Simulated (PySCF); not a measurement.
Computed IR spectrum (relative IR intensity) of a molecule C₅H₉F. Geometry optimised at PBE-D3(BJ)/def2-SVP. Other conformers were not sampled. Computed with PBE-D3(BJ)/def2-SVP run with PySCF. No scaling factor is applied to the harmonic values.

ν (cm⁻¹): 419 (w), 596 (w), 706 (w), 926 (s), 1128 (m), 1151 (w), 1161 (m), 1163 (vw), 1195 (vw), 1229 (vw), 1246 (vs), 1274 (m), 1347 (m), 1386 (w), 1417 (w), 1432 (w), 2975 (m), 2997 (s), 3000 (m), 3007 (m), 3058 (w), 3068 (w), 3073 (s), 3076 (s) (against the strongest line: vs over 80 %, s over 45 %, m over 15 %, w over 4 %, vw less)

Q: Which molecule gave these data?
A) CC/C=C(\C)F
B) C=C(F)CCC
C) CC1(F)CCC1
D) C/C=C(\F)CC

A: C, CC1(F)CCC1
